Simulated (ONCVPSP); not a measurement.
**Ru (Z = 44): one change to an ONCV potential, before and after**

ruthenium, optimised norm-conserving Vanderbilt (ONCV), made with ONCVPSP 4.0.1 (PBEsol, scalar-relativistic). Core [Ar] 3d10, reference 4s2 4p6 4d7 5s1. Waves: 4s+5s: rc 2.00 bohr, ncon 4, nbas 7, qcut 7.6 1/bohr, 2 projectors; 4p: rc 1.80 bohr, ncon 5, nbas 8, qcut 6.1 1/bohr, 2 projectors, debl 0.3 Ha; 4d: rc 2.25 bohr, ncon 5, nbas 10, qcut 7.3 1/bohr, 2 projectors, debl 3.6 Ha. Local part: polynomial inside 1.75 bohr (lpopt 1, dvloc0 0 Ha). Core correction: Teter function, fcfact 4.75, rcfact 1.75.

In the p channel the program set the typed energies aside and used -1.704, 0.250 Ha.

All-electron outer shells of the reference configuration (PBEsol, scalar-relativistic, ld1.x):

| shell | level (eV) | outermost node (bohr) | outermost maximum (bohr) |
| --- | --- | --- | --- |
| 3d | -273.13 | – | 0.30 |
| 4s | -76.31 | 0.48 | 0.92 |
| 4p | -46.38 | 0.49 | 0.98 |
| 4d | -5.22 | 0.48 | 1.21 |
| 5s | -4.27 | 1.24 | 2.73 |

Change: core correction Teter function, fcfact 4.75, rcfact 1.84.

Cutoffs: the cutoffs (Ha) at which the residual kinetic energy of the hardest occupied pseudo-wave falls to 1 and 0.1 mHa per electron; they do not see the model core or the augmentation charge, which bear on the density cutoff. Errors are all-electron minus pseudo energies relative to the spin-unpolarised reference configuration.

**Question.** How do hardness, ghosts and transferability respond?

**Answer.** The potential gets neither clearly harder nor softer (19 Ha and 22 Ha → 19 Ha and 22 Ha); of the 4 tests that both files solve, the error grows in 2 and shrinks in 1 by more than 15 % and 0.3 meV (median size 2.0 → 2.4 meV); neither file shows a bound ghost. A model core, the more so a compact one, raises the density cutoff, which this test does not measure.

| quantity | base | changed |
| --- | --- | --- |
| cutoff, loose | 19 Ha | 19 Ha |
| cutoff, tight | 22 Ha | 22 Ha |
| bound ghosts | none | none |
| GHOST(+) flags under 300 eV | none | none |
| error for 4s2 4p6 4d7 5s0, meV [ΔE 7.30 eV] | -2.4 | -2.8 |
| error for 4s2 4p6 4d6 5s0, meV [ΔE 25.48 eV] | -1.6 | -2.0 |
| error for 4s2 4p6 4d5 5s0, meV [ΔE 56.09 eV] | +18 | +14 |
| error for 4s2 4p6 4d7 5s0 5p1, meV [ΔE 3.52 eV] | -1.3 | -1.5 |
| s: phases at 2.04 bohr within 0.05 rad from the reference energy up to (Ha; the scan ends near 5) | to the end of the scan | to the end of the scan |
| p: phases at 1.83 bohr within 0.05 rad from the reference energy up to (Ha; the scan ends near 5) | to the end of the scan | to the end of the scan |
| d: phases at 2.28 bohr within 0.05 rad from the reference energy up to (Ha; the scan ends near 5) | to the end of the scan | to the end of the scan |
| rms error of d²Exc/dni dnj with the model core, mHa | 4.22 | 4.87 |
